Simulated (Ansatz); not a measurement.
Two isomers of CH10N2Si2: A = `N[SiH2]C[SiH2]N`, B = `CN[SiH2][SiH2]N`.

Isolated molecules relaxed with PBE0-D4/def2-TZVP in Ansatz; ΔE leaves out vibrations. CBS: MP2 limit from def2 TZ/QZ plus the TZ coupled-cluster correction, frozen cores. DFT in def2-TZVPP. B3LYP here is the variant with VWN-RPA as its local correlation; programs differ in this. One conformer a species, not always the lowest.

A:

Z-matrix (Å, degrees):
```
Si
C 1 1.870
N 1 1.718 2 110.5
H 1 1.497 2 106.7 3 125.4
H 1 1.490 2 111.5 3 -117.9
Si 2 1.866 1 112.9 3 -45.1
H 2 1.095 1 109.0 3 -167.5
H 2 1.095 1 109.5 3 75.5
H 3 1.009 1 117.5 2 68.2
H 3 1.006 1 119.8 2 -150.3
N 6 1.735 2 108.4 1 -28.4
H 6 1.486 2 111.8 1 87.7
H 6 1.495 2 109.6 1 -153.6
H 11 1.009 6 118.0 2 168.7
H 11 1.010 6 118.3 2 -55.6
```

B:

Z-matrix (Å, degrees):
```
C
N 1 1.448
H 1 1.099 2 113.5
H 1 1.093 2 109.6 3 -120.1
H 1 1.094 2 110.9 3 121.7
Si 2 1.720 1 123.4 3 86.2
H 2 1.008 1 113.5 3 -65.9
Si 6 2.345 2 110.8 1 53.4
H 6 1.489 2 107.1 1 174.3
H 6 1.504 2 114.8 1 -67.8
N 8 1.733 6 108.7 2 -68.6
H 8 1.500 6 108.1 2 166.0
H 8 1.489 6 111.8 2 49.1
H 11 1.009 8 118.8 6 171.5
H 11 1.008 8 118.3 6 -50.8
```

(1) Which is lower in electronic energy at CCSD(T)/CBS, and by how much? (Estimate.)

(2) Give E(B) − E(A) in kJ/mol with MP2/def2-TZVPP, B2PLYP, r2SCAN-D4, CCSD/def2-TZVPP, B3LYP, B3LYP-D4, CCSD(T)/def2-TZVPP. (An estimate is asked.)

Largest T1 diagnostic: 0.011.

Answers

(1) Ansatz gave: A, by 111.4 kJ/mol.

(2) Ansatz gave: MP2/def2-TZVPP 120.2, B2PLYP 106.0, r2SCAN-D4 109.1, CCSD/def2-TZVPP 108.6, B3LYP 97.1, B3LYP-D4 101.9, CCSD(T)/def2-TZVPP 109.4. None reverses the order clearly.

From PBE to PBE0 (25 % exact exchange), in def2-TZVPP and without D4, E(B) − E(A) moves by +6.2 kJ/mol. The D4 term adds +4.7 kJ/mol with B3LYP and +2.3 kJ/mol with PBE0; it sums over pairs of atoms, weighted by their polarisabilities, and B3LYP, whose exchange is more repulsive, gets the larger term.
